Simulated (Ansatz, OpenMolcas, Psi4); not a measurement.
**How methods differ on BClF2 (chlorodifluoroborane)**

The species is BClF2 (4 atoms), meant as a singlet with charge 0. As SMILES, `FB(F)Cl`. The coordinates come from a PBE0-D4/def2-TZVP relaxation.

Each level gives the vertical energy of the triplet above the singlet (eV). The values are calculated.

```csv
level,kind,program,value (eV),CPU time (all runs)
HF/aug-cc-pVDZ,Hartree–Fock,Ansatz,7.92,23 s
BLYP/aug-cc-pVDZ,GGA,Psi4,7.53,54 s
M06-L/aug-cc-pVDZ,meta-GGA,OpenMolcas,8.04,1.8 min
r2SCAN/aug-cc-pVDZ,meta-GGA,Ansatz,7.77,65 s
BHLYP/aug-cc-pVDZ,global hybrid,OpenMolcas,8.13,68 s
B2PLYP/aug-cc-pVDZ,double hybrid,Ansatz,8.24,65 s
RPA@PBE/aug-cc-pVDZ,RPA,Ansatz,7.91,49 s
MP2/aug-cc-pVDZ,perturbation theory,Ansatz,8.64,28 s
FCI/STO-3G,exact in the basis,Ansatz,9.26,53 s
```

The values span 7.53 to 9.26 eV. A triplet this far above the singlet is often a Rydberg-like or dissociative state; sets without diffuse functions put Rydberg states too high. High-level rows in very small sets aren't better than simpler rows in larger ones. The upper state's dipole differs much between rows, so they may not all be the same state. CPU times are rough (shared hosts, several kinds of processor and program).
